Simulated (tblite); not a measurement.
A geometry optimisation, step by step.

C₅H₉FOSi.
Numbering: `[CH3:1][SiH2:2][C:3]([F:4])=[C:5]1[CH2:6][O:7][CH2:8]1` (hydrogens: H9, H10, H11 on C1; H12, H13 on Si2; H14, H15 on C6; H16, H17 on C8)

Computed with GFN2-xTB (tblite), gas phase: L-BFGS steps from a force-field or distance-geometry start until the largest atomic force falls under 0.01 eV/Å. 10 of its 126 geometries are shown.

Step 0: E = -700.1704 eV, largest atomic force 3.443 eV/Å
```
atom  x, y, z in Å  |  force x, y, z in eV/Å
C1      2.639    0.544    0.183    0.345   0.156   0.623
Si2     1.539   -0.841   -0.445    1.677  -1.410   0.262
C3     -0.071   -0.177   -0.979   -0.620   0.243  -0.748
F4     -0.212    0.164   -2.321   -0.173  -0.131   0.925
C5     -1.077   -0.012   -0.150   -0.764   0.381  -1.421
C6     -1.538   -0.150    1.220    1.049  -1.005   3.122
O7     -2.727    0.539    1.004   -0.866   0.354   0.936
C8     -2.465    0.511   -0.341    0.013  -0.094  -2.902
H9      2.118    1.502    0.000    0.732  -0.348   0.361
H10     3.620    0.507   -0.339   -0.732   0.330   0.594
H11     2.790    0.357    1.282    0.060   0.664  -1.120
H12     1.323   -1.833    0.637   -0.110   0.157  -0.212
H13     2.281   -1.476   -1.538   -0.236  -0.101  -0.122
H14    -1.784   -1.216    1.492    0.586   0.662   0.145
H15    -0.954    0.391    2.004   -0.046  -0.780  -0.194
H16    -2.443    1.472   -0.845   -0.691   0.270  -0.201
H17    -3.048   -0.271   -0.875   -0.225   0.651  -0.047
```

Step 14: E = -700.8180 eV, largest atomic force 0.124 eV/Å
```
atom  x, y, z in Å  |  force x, y, z in eV/Å
C1      2.680    0.545    0.214    0.013   0.056   0.036
Si2     1.626   -0.902   -0.425   -0.059  -0.073   0.015
C3     -0.071   -0.230   -0.945   -0.065   0.041  -0.028
F4     -0.163    0.103   -2.268    0.009  -0.013   0.000
C5     -1.149   -0.029   -0.206   -0.051   0.050   0.001
C6     -1.515   -0.173    1.240    0.007  -0.014  -0.014
O7     -2.760    0.495    0.997   -0.003  -0.024  -0.039
C8     -2.527    0.536   -0.416    0.052  -0.053  -0.058
H9      2.179    1.491    0.030    0.029   0.057   0.004
H10     3.654    0.592   -0.265   -0.029  -0.045  -0.024
H11     2.855    0.469    1.284   -0.024  -0.014  -0.002
H12     1.343   -1.892    0.615    0.035  -0.040   0.104
H13     2.209   -1.550   -1.597    0.024   0.022  -0.061
H14    -1.681   -1.207    1.573    0.086   0.089  -0.004
H15    -0.887    0.356    1.966   -0.056  -0.041  -0.061
H16    -2.598    1.541   -0.845    0.042  -0.042   0.104
H17    -3.202   -0.134   -0.963   -0.009   0.045   0.027
```

Step 28: E = -700.8331 eV, largest atomic force 0.053 eV/Å
```
atom  x, y, z in Å  |  force x, y, z in eV/Å
C1      2.668    0.544    0.222   -0.001  -0.005  -0.009
Si2     1.607   -0.905   -0.405   -0.001  -0.029  -0.025
C3     -0.086   -0.244   -0.955    0.039   0.005  -0.012
F4     -0.148    0.071   -2.283   -0.028  -0.002  -0.022
C5     -1.165   -0.028   -0.226    0.040  -0.016   0.000
C6     -1.507   -0.177    1.223    0.011   0.006   0.011
O7     -2.784    0.427    0.990   -0.006  -0.031   0.036
C8     -2.540    0.536   -0.418   -0.023   0.010   0.023
H9      2.198    1.503    0.027   -0.001   0.020  -0.010
H10     3.639    0.549   -0.264    0.030   0.016   0.001
H11     2.843    0.474    1.291   -0.012   0.005   0.023
H12     1.388   -1.892    0.656   -0.034  -0.010   0.010
H13     2.189   -1.521   -1.599    0.010  -0.012  -0.001
H14    -1.598   -1.207    1.583   -0.012  -0.010  -0.008
H15    -0.893    0.396    1.923   -0.007   0.038   0.023
H16    -2.591    1.568   -0.776    0.002   0.046   0.003
H17    -3.228   -0.082   -1.000   -0.008  -0.030  -0.043
```

Step 42: E = -700.8385 eV, largest atomic force 0.019 eV/Å
```
atom  x, y, z in Å  |  force x, y, z in eV/Å
C1      2.664    0.542    0.218   -0.005  -0.009   0.001
Si2     1.605   -0.909   -0.416   -0.004   0.002   0.002
C3     -0.085   -0.244   -0.967   -0.008   0.015   0.000
F4     -0.174    0.048   -2.299    0.006   0.012  -0.002
C5     -1.150   -0.008   -0.222   -0.010   0.012  -0.004
C6     -1.493   -0.173    1.226   -0.001  -0.002   0.000
O7     -2.803    0.352    0.984    0.001   0.001  -0.006
C8     -2.536    0.536   -0.412   -0.003   0.001   0.005
H9      2.208    1.503   -0.002    0.006  -0.013  -0.007
H10     3.651    0.537   -0.236   -0.006  -0.005   0.012
H11     2.803    0.482    1.294   -0.004   0.017  -0.003
H12     1.348   -1.881    0.652    0.007  -0.010   0.006
H13     2.201   -1.542   -1.593    0.001  -0.005  -0.008
H14    -1.523   -1.205    1.589    0.001  -0.005   0.005
H15    -0.926    0.444    1.929    0.009   0.004  -0.008
H16    -2.592    1.588   -0.710   -0.007  -0.018   0.000
H17    -3.203   -0.057   -1.046    0.017   0.002   0.007
```

Step 56: E = -700.8404 eV, largest atomic force 0.043 eV/Å
```
atom  x, y, z in Å  |  force x, y, z in eV/Å
C1      2.655    0.533    0.218    0.006   0.000   0.002
Si2     1.599   -0.916   -0.416   -0.008  -0.021  -0.012
C3     -0.081   -0.224   -0.968    0.019   0.003  -0.009
F4     -0.161    0.083   -2.297   -0.002  -0.010  -0.005
C5     -1.145    0.011   -0.223    0.021  -0.018   0.013
C6     -1.481   -0.169    1.224    0.002  -0.001   0.004
O7     -2.806    0.315    0.984   -0.019  -0.004   0.038
C8     -2.539    0.532   -0.406    0.012  -0.008   0.003
H9      2.222    1.491   -0.059    0.012   0.015  -0.007
H10     3.660    0.499   -0.191    0.016  -0.009   0.005
H11     2.746    0.514    1.300   -0.013   0.005   0.009
H12     1.342   -1.898    0.644    0.000   0.020  -0.012
H13     2.190   -1.552   -1.596   -0.004   0.013   0.004
H14    -1.474   -1.199    1.595   -0.011   0.002  -0.006
H15    -0.930    0.471    1.922   -0.005  -0.007  -0.004
H16    -2.620    1.587   -0.683   -0.003   0.028  -0.021
H17    -3.185   -0.066   -1.056   -0.023  -0.007  -0.003
```

Step 69: E = -700.8524 eV, largest atomic force 0.102 eV/Å
```
atom  x, y, z in Å  |  force x, y, z in eV/Å
C1      2.669    0.526    0.221    0.002   0.002   0.005
Si2     1.599   -0.895   -0.447   -0.041   0.030   0.008
C3     -0.082   -0.187   -0.974   -0.032  -0.049  -0.042
F4     -0.178    0.112   -2.302    0.003   0.032  -0.043
C5     -1.149    0.017   -0.224    0.020  -0.027   0.003
C6     -1.462   -0.176    1.225   -0.035   0.032   0.033
O7     -2.802    0.272    1.005   -0.088   0.050  -0.013
C8     -2.557    0.511   -0.386    0.035  -0.009  -0.020
H9      2.413    1.473   -0.247    0.037  -0.009  -0.006
H10     3.723    0.338    0.036   -0.010   0.021   0.040
H11     2.536    0.642    1.294    0.017   0.014  -0.051
H12     1.332   -1.870    0.613    0.014  -0.054  -0.003
H13     2.166   -1.512   -1.647    0.013   0.008   0.019
H14    -1.426   -1.201    1.601    0.020  -0.073  -0.003
H15    -0.925    0.483    1.911    0.058   0.029   0.064
H16    -2.656    1.568   -0.653   -0.017   0.004   0.009
H17    -3.203   -0.089   -1.034    0.004  -0.004  -0.001
```

Step 83: E = -700.8698 eV, largest atomic force 0.055 eV/Å
```
atom  x, y, z in Å  |  force x, y, z in eV/Å
C1      2.686    0.524    0.220   -0.008   0.001  -0.011
Si2     1.593   -0.865   -0.475    0.008  -0.004  -0.023
C3     -0.100   -0.166   -0.983    0.010   0.022   0.008
F4     -0.221    0.159   -2.304    0.038  -0.017  -0.007
C5     -1.157    0.023   -0.214   -0.006  -0.033   0.000
C6     -1.457   -0.183    1.237   -0.007   0.015   0.020
O7     -2.796    0.280    1.034    0.005   0.022  -0.012
C8     -2.572    0.497   -0.365    0.000  -0.019  -0.005
H9      2.699    1.397   -0.427   -0.039  -0.007  -0.011
H10     3.715    0.194    0.332   -0.034  -0.032   0.030
H11     2.330    0.840    1.197    0.021   0.031   0.000
H12     1.344   -1.891    0.546    0.002   0.022  -0.005
H13     2.172   -1.445   -1.686    0.012  -0.004  -0.028
H14    -1.423   -1.217    1.594   -0.008   0.005  -0.012
H15    -0.902    0.459    1.927    0.004   0.003   0.033
H16    -2.704    1.544   -0.659    0.010  -0.023   0.040
H17    -3.211   -0.138   -0.987   -0.009   0.016  -0.017
```

Step 97: E = -700.8740 eV, largest atomic force 0.024 eV/Å
```
atom  x, y, z in Å  |  force x, y, z in eV/Å
C1      2.680    0.526    0.219   -0.019  -0.011   0.008
Si2     1.595   -0.859   -0.492    0.002  -0.003   0.003
C3     -0.102   -0.164   -0.984    0.004  -0.004   0.012
F4     -0.229    0.154   -2.306    0.000   0.002   0.018
C5     -1.156    0.018   -0.208   -0.003   0.021  -0.012
C6     -1.454   -0.190    1.244    0.011   0.004  -0.013
O7     -2.796    0.265    1.044   -0.010   0.001   0.000
C8     -2.572    0.494   -0.353   -0.007  -0.003   0.004
H9      2.824    1.329   -0.498   -0.008   0.016  -0.013
H10     3.661    0.144    0.484    0.011  -0.001   0.008
H11     2.243    0.958    1.115   -0.009  -0.002  -0.009
H12     1.354   -1.899    0.516    0.003   0.009  -0.003
H13     2.181   -1.409   -1.716    0.003  -0.012  -0.005
H14    -1.412   -1.225    1.596   -0.014  -0.018   0.004
H15    -0.906    0.452    1.942    0.019   0.006  -0.001
H16    -2.701    1.545   -0.629    0.014  -0.011   0.007
H17    -3.216   -0.128   -0.984    0.003   0.005  -0.007
```

Step 111: E = -700.8750 eV, largest atomic force 0.021 eV/Å
```
atom  x, y, z in Å  |  force x, y, z in eV/Å
C1      2.665    0.532    0.212    0.002  -0.003  -0.004
Si2     1.600   -0.870   -0.498    0.000   0.006   0.000
C3     -0.098   -0.172   -0.982    0.006  -0.003  -0.006
F4     -0.222    0.161   -2.300   -0.005  -0.004  -0.001
C5     -1.152    0.011   -0.206    0.000   0.004   0.021
C6     -1.452   -0.200    1.246    0.001   0.000   0.004
O7     -2.789    0.269    1.046    0.004  -0.007   0.007
C8     -2.562    0.502   -0.349    0.005  -0.001  -0.001
H9      2.824    1.324   -0.515   -0.012   0.001  -0.009
H10     3.640    0.163    0.513    0.006  -0.004   0.003
H11     2.196    0.977    1.086   -0.002   0.009   0.006
H12     1.367   -1.901    0.518   -0.005  -0.012   0.010
H13     2.183   -1.430   -1.718    0.002   0.006   0.005
H14    -1.424   -1.236    1.599    0.004   0.004  -0.020
H15    -0.895    0.435    1.943   -0.001  -0.008  -0.006
H16    -2.678    1.556   -0.618    0.008   0.011  -0.010
H17    -3.210   -0.108   -0.986   -0.013   0.000   0.001
```

Step 125: E = -700.8758 eV, largest atomic force 0.009 eV/Å
```
atom  x, y, z in Å  |  force x, y, z in eV/Å
C1      2.646    0.542    0.207    0.002   0.002  -0.001
Si2     1.602   -0.883   -0.486   -0.001  -0.005   0.002
C3     -0.096   -0.191   -0.983   -0.001  -0.005   0.002
F4     -0.212    0.143   -2.303   -0.002   0.002   0.006
C5     -1.147    0.004   -0.208   -0.006   0.000  -0.007
C6     -1.450   -0.214    1.242    0.002   0.000  -0.006
O7     -2.777    0.285    1.048   -0.002   0.002   0.000
C8     -2.550    0.520   -0.347    0.000   0.000   0.002
H9      2.771    1.334   -0.527    0.001   0.002   0.005
H10     3.636    0.200    0.493   -0.003  -0.002  -0.002
H11     2.181    0.979    1.087    0.003   0.005  -0.002
H12     1.372   -1.908    0.538   -0.004   0.005  -0.002
H13     2.196   -1.447   -1.698    0.000   0.000   0.000
H14    -1.443   -1.255    1.578    0.000  -0.002  -0.001
H15    -0.879    0.399    1.946    0.000   0.000   0.001
H16    -2.644    1.578   -0.612    0.003  -0.005   0.002
H17    -3.214   -0.074   -0.983    0.007   0.001   0.003
```

Task: Summarise the path.

Result: The energy falls by 0.7055 eV from step 0 to step 125; nine tenths of that is first reached at step 12. It rises by more than 0.2 meV at steps 68, 71 and 74. The largest force goes from 3.443 to 0.009 eV/Å. Among the bonds Si2–C3 changes most, from 1.821 to 1.899 Å; the atoms move by 0.405 Å rms after alignment.

Task: Follow the three bonds and two angles with the largest change from start to end.

Result: 
```csv
step,E above end (eV),largest force (eV/Å),Si2–C3 (Å),O7–C8 (Å),C5–C6 (Å),C3–C5–C6 (°),C5–C8–H17 (°)
0,0.7055,3.443,1.821,1.370,1.452,145.7,107.5
5,0.1262,0.339,1.894,1.432,1.500,139.5,111.3
11,0.0714,0.240,1.905,1.434,1.499,137.7,113.9
16,0.0540,0.112,1.896,1.433,1.497,136.0,114.3
22,0.0461,0.083,1.902,1.433,1.499,135.3,115.3
27,0.0432,0.053,1.899,1.433,1.496,134.9,115.7
33,0.0398,0.076,1.900,1.434,1.497,135.3,115.2
38,0.0380,0.036,1.900,1.432,1.496,135.3,116.0
43,0.0372,0.018,1.899,1.433,1.497,135.2,116.0
49,0.0364,0.035,1.898,1.433,1.497,135.2,115.7
54,0.0357,0.021,1.899,1.433,1.496,135.1,115.7
60,0.0343,0.043,1.898,1.434,1.496,134.8,115.4
65,0.0307,0.094,1.898,1.432,1.498,134.8,115.8
71,0.0221,0.431,1.897,1.436,1.496,135.1,115.6
76,0.0132,0.071,1.898,1.433,1.497,135.1,115.6
82,0.0065,0.059,1.900,1.434,1.496,134.9,115.2
87,0.0030,0.048,1.900,1.433,1.496,134.9,115.3
92,0.0023,0.029,1.900,1.433,1.497,134.8,115.4
98,0.0017,0.028,1.899,1.433,1.497,135.2,115.6
103,0.0014,0.015,1.898,1.433,1.497,135.2,115.6
109,0.0010,0.021,1.899,1.433,1.497,135.2,115.5
114,0.0007,0.025,1.899,1.433,1.497,135.2,115.6
120,0.0002,0.016,1.900,1.433,1.497,135.1,115.7
125,0.0000,0.009,1.899,1.433,1.497,135.1,115.7
```

The cost below is that of the whole relaxation. Hardware: one thread of an Arm Neoverse N1, shared host. Cost: 1.4 s of wall time.
